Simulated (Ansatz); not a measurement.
BH₆NSeSi at its PBE0-D4/def2-TZVP geometry, where that method's forces vanish. Total charge 0; spin multiplicity 1. The bonds changed during the relaxation, so this is another structure than the one it started from.

```json
{"atom": "B1", "x (Å)": "0.237", "y (Å)": "0.145", "z (Å)": "1.467"}
{"atom": "Si2", "x (Å)": "0.252", "y (Å)": "-0.487", "z (Å)": "-0.364"}
{"atom": "N3", "x (Å)": "-1.110", "y (Å)": "-1.046", "z (Å)": "-1.201"}
{"atom": "Se4", "x (Å)": "0.286", "y (Å)": "1.928", "z (Å)": "0.188"}
{"atom": "H5", "x (Å)": "-0.855", "y (Å)": "0.180", "z (Å)": "1.964"}
{"atom": "H6", "x (Å)": "1.209", "y (Å)": "0.101", "z (Å)": "2.159"}
{"atom": "H7", "x (Å)": "1.424", "y (Å)": "-0.626", "z (Å)": "-1.260"}
{"atom": "H8", "x (Å)": "-1.181", "y (Å)": "-1.049", "z (Å)": "-2.204"}
{"atom": "H9", "x (Å)": "-2.003", "y (Å)": "-1.140", "z (Å)": "-0.746"}
{"atom": "H10", "x (Å)": "1.741", "y (Å)": "1.993", "z (Å)": "-0.003"}
```

Question: For each bond, give half the difference of the two atoms' forces along it (eV/Å; positive pushes the atoms apart) under PBE-D4, r2SCAN-D4, B3LYP-D4, ωB97M-V in def2-TZVPP. (Estimate.)

Answer: Ansatz gave: 
| bond | length (Å) | PBE-D4 | r2SCAN-D4 | B3LYP-D4 | ωB97M-V |
| --- | --- | --- | --- | --- | --- |
| B1–Si2 | 1.937 | -0.09 | 0.02 | 0.13 | 0.03 |
| B1–Se4 | 2.194 | 0.07 | 0.12 | 0.34 | 0.11 |
| B1–H5 | 1.200 | 0.06 | -0.04 | -0.13 | -0.11 |
| B1–H6 | 1.194 | 0.05 | -0.05 | -0.13 | -0.11 |
| Si2–N3 | 1.693 | 0.15 | 0.04 | 0.08 | 0.09 |
| Si2–Se4 | 2.477 | 0.11 | 0.07 | 0.27 | 0.05 |
| Si2–H7 | 1.482 | 0.06 | -0.03 | -0.14 | -0.15 |
| N3–H8 | 1.006 | 0.17 | 0.01 | -0.01 | -0.04 |
| N3–H9 | 1.006 | 0.18 | 0.00 | -0.02 | -0.02 |
| Se4–H10 | 1.470 | 0.27 | -0.02 | 0.02 | -0.12 |

B3LYP here is the variant with VWN-RPA as its local correlation; programs differ in this.
